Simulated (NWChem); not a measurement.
System meant: SnH4O2; SMILES [OH][SnH2][OH]

Input file for NWChem:

```
start job
memory heap 200 mb stack 900 mb global 1100 mb
geometry units angstroms noautoz
  Sn     0.000000     0.000000     0.227118
  O      1.634753     0.065283    -0.943677
  O     -1.634753    -0.065283    -0.943677
  H      0.119295     1.476625     1.106495
  H     -0.119295    -1.476625     1.106495
  H      1.690736    -0.754146    -1.472604
  H     -1.690736     0.754146    -1.472604
end
basis spherical
  Sn library def2-svp
  O library def2-svp
  H library def2-svp
end
dft
  xc pbe0
  iterations 150
  mulliken
end
task dft energy
```

End of the output:

```
             Grid Information
             ----------------
          Grid used for XC integration:  medium
          Radial quadrature: Mura-Knowles
          Angular quadrature: Lebedev.
          Tag              B.-S. Rad. Rad. Pts. Rad. Cut. Ang. Pts.
          ---              ---------- --------- --------- ---------
          Sn                  1.45      123           8.0       590
          O                   0.60       49          10.0       434
          H                   0.35       45          10.0       434
          Grid pruning is: on
          Number of quadrature shells:   262
          Spatial weights used:  Erf1

          Convergence Information
          -----------------------
          Convergence aids based upon iterative change in
          total energy or number of iterations.
          Levelshifting, if invoked, occurs when the
          HOMO/LUMO gap drops below (HL_TOL):  1.00D-02
          DIIS, if invoked, will attempt to extrapolate
          using up to (NFOCK): 10 stored Fock matrices.

                    Damping( 0%)  Levelshifting(0.5)       DIIS
                  --------------- ------------------- ---------------
          dE  on:    start            ASAP                start
          dE off:    2 iters        150 iters           150 iters

      Screening Tolerance Information
      -------------------------------
          Density screening/tol_rho:  1.00D-10
          AO Gaussian exp screening on grid/accAOfunc:  14
          CD Gaussian exp screening on grid/accCDfunc:  20
          XC Gaussian exp screening on grid/accXCfunc:  20
          Schwarz screening/accCoul:  1.00D-08

      Superposition of Atomic Density Guess
      -------------------------------------

      charge =      50.0 Sn (Tin)

      symmetry species            s     p     d     f
      number of basis functions =10     7     6
      number of cont. functions = 4     4     2
      number of closed shells   = 5     3     2
      number of open shells     = 0     1     0
      open shell occupation     = 0     2     0
 ------------------------------------------------------------------------
 atomscf:atomd: error in atom scf                   0
 ------------------------------------------------------------------------
 ------------------------------------------------------------------------
  current input line :
    22: task dft energy
 ------------------------------------------------------------------------
 ------------------------------------------------------------------------
 This error has not yet been assigned to a category
 ------------------------------------------------------------------------
 For more information see the NWChem manual at https://nwchemgit.github.io

0:atomscf:atomd: error in atom scf:Received an Error in Communication
```

What is wrong, and how is it mended?

The program stopped with an error. Cause: the def2 basis of a heavy element holds valence functions alone and wants its effective core potential (without it all electrons must fit into that basis). This input runs:
```
start job
memory heap 200 mb stack 900 mb global 1100 mb
geometry units angstroms noautoz
  Sn     0.000000     0.000000     0.227118
  O      1.634753     0.065283    -0.943677
  O     -1.634753    -0.065283    -0.943677
  H      0.119295     1.476625     1.106495
  H     -0.119295    -1.476625     1.106495
  H      1.690736    -0.754146    -1.472604
  H     -1.690736     0.754146    -1.472604
end
basis spherical
  * library def2-svp
end
ecp
  Sn library def2-ecp
end
dft
  xc pbe0
  iterations 150
  mulliken
end
task dft energy
```
It converges to -366.86912 Ha (PBE0/def2-SVP with def2 effective core potentials on Sn).
